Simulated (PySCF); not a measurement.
Species: C2H10O2SSi2.
Structure used (PBE0-D3(BJ)/def2-SVP), in Å, numbered top down from 1:
```
atom  x, y, z in Å
C1    -3.3895    0.0260   -0.3159
Si2   -1.6673   -0.5447   -0.8171
Si3   -0.0376    0.3010    0.6420
S4     1.7663   -0.0247   -0.6358
C5     3.2557    0.2386    0.3207
O6     1.7292   -1.4539   -0.9902
O7     1.7474    0.9980   -1.6903
H8    -3.4655    1.1236   -0.3371
H9    -4.1361   -0.3811   -1.0156
H10   -3.6483   -0.3214    0.6957
H11   -1.2954   -0.0459   -2.1725
H12   -1.5573   -2.0319   -0.7753
H13    0.1610   -0.4735    1.9039
H14   -0.1190    1.7590    0.9544
H15    3.3136    1.2932    0.6187
H16    3.2637   -0.4382    1.1845
H17    4.0722   -0.0122   -0.3720
```

Method: PySCF, PBE0-D3(BJ)/def2-SVP geometry optimisation, gas phase.

Masses are those of the commonest isotopes; rigid-rotor values at the optimised geometry. The values belong to one conformer with, in the numbering `[CH3:1][SiH2:2][SiH2:3][S:4]([CH3:5])(=[O:6])=[O:7]`, C1–Si2–Si3–S4 -163°, Si2–Si3–S4–C5 -169°.

(1) What are A, B and C (MHz)?

(2) Classify the top.

(3) Is it planar, by Δ = Ic − Ia − Ib?

(4) Give the other two planar moments, Paa and Pbb, and the rms extents of the mass along the axes.

(5) Which lines would a microwave search look for?

(6) Estimate the classical rotational partition function at 10 K, 50 K and 100 K.

Answers

(1) Ia = 160.67, Ib = 666.91, Ic = 700.92 u·Å²; 505379 MHz·u·Å²/I gives A = 3146, B = 757.8, C = 721.0 MHz.

(2) A near-prolate asymmetric top. Ray's parameter κ = (2B − A − C)/(A − C) = -0.970; −1 is the prolate and +1 the oblate limit.

(3) Not planar: Δ = Ic − Ia − Ib = -126.66 u·Å². For a rigid frame Δ = −2 Σ m c², so Σ m c² = 63.33 u·Å² lies off the ab plane: 9.79 from hydrogen and 53.54 from heavier atoms. The atom farthest from that plane is 1.50 Å away.

(4) Paa = Σ m a² = (Ib + Ic − Ia)/2 = 603.58 and Pbb = Σ m b² = (Ia + Ic − Ib)/2 = 97.34 u·Å². With the mass M = 153.99 u, the rms extents √(P/M) along a, b and c are 1.98, 0.80, 0.64 Å.

(5) The dipole components are |μa| = 1.34 D, |μb| = 3.96 D, |μc| = 0.64 D. The squared components, which scale the intensities, stand as 0.12 : 1.00 : 0.03 (a : b : c). Some lines, for components of 0.1 D or more:

| type | branch | J(Ka,Kc) | MHz | lower level (cm⁻¹) |
| --- | --- | --- | --- | --- |
| b | R | 2(0,2) ← 1(1,1) | 569 | 0.129 |
| a | R | 1(0,1) ← 0(0,0) | 1479 | 0.000 |
| c | Q | 2(1,2) ← 2(0,2) | 2351 | 0.148 |
| c | Q | 1(1,1) ← 1(0,1) | 2388 | 0.049 |
| b | Q | 1(1,0) ← 1(0,1) | 2424 | 0.049 |
| a | R | 2(1,2) ← 1(1,1) | 2921 | 0.129 |
| a | R | 2(0,2) ← 1(0,1) | 2957 | 0.049 |
| a | R | 2(1,1) ← 1(1,0) | 2994 | 0.130 |
| b | R | 1(1,1) ← 0(0,0) | 3867 | 0.000 |
| c | R | 1(1,0) ← 0(0,0) | 3903 | 0.000 |
| b | R | 2(1,2) ← 1(0,1) | 5309 | 0.049 |
| c | R | 2(1,1) ← 1(0,1) | 5419 | 0.049 |
| c | Q | 2(2,1) ← 2(1,1) | 7163 | 0.230 |
| b | Q | 2(2,0) ← 2(1,1) | 7164 | 0.230 |
| b | Q | 2(2,1) ← 2(1,2) | 7273 | 0.226 |
| b | R | 2(2,1) ← 1(1,0) | 10158 | 0.130 |
| c | R | 2(2,0) ← 1(1,0) | 10158 | 0.130 |
| c | R | 2(2,1) ← 1(1,1) | 10194 | 0.129 |
| b | R | 2(2,0) ← 1(1,1) | 10195 | 0.129 |

(6) Point group C1, symmetry number σ = 1; q = (√π/σ)·√((kT/h)³/(ABC)), k/h = 20836.6 MHz/K: 4070 at 10 K, 45500 at 50 K, 129000 at 100 K.

Not checked by PBE0-D3(BJ)/def2-SVP frequencies. Constants of a rigid frame at the computed geometry: no zero-point averaging, no centrifugal distortion. A rigid rotor knows nothing of internal rotation, which can split or shift real lines.
